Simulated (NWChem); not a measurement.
Species: MoOF4; SMILES [O]=[Mo]([F])([F])([F])[F]

def2 effective core potentials on Mo; no spin-orbit coupling.

Give the equilibrium geometry at PBE0/def2-SVP with def2 effective core potentials on Mo (NWChem) as a Z-matrix, with the point group.

point group C3v; any orientation.
```
Mo
O 1 1.6670
F 1 1.8082 2 94.07
F 1 1.8083 2 94.05 3 -119.98
F 1 1.8083 2 94.03 4 -120.02
F 1 1.8982 3 85.97 2 -179.97
```
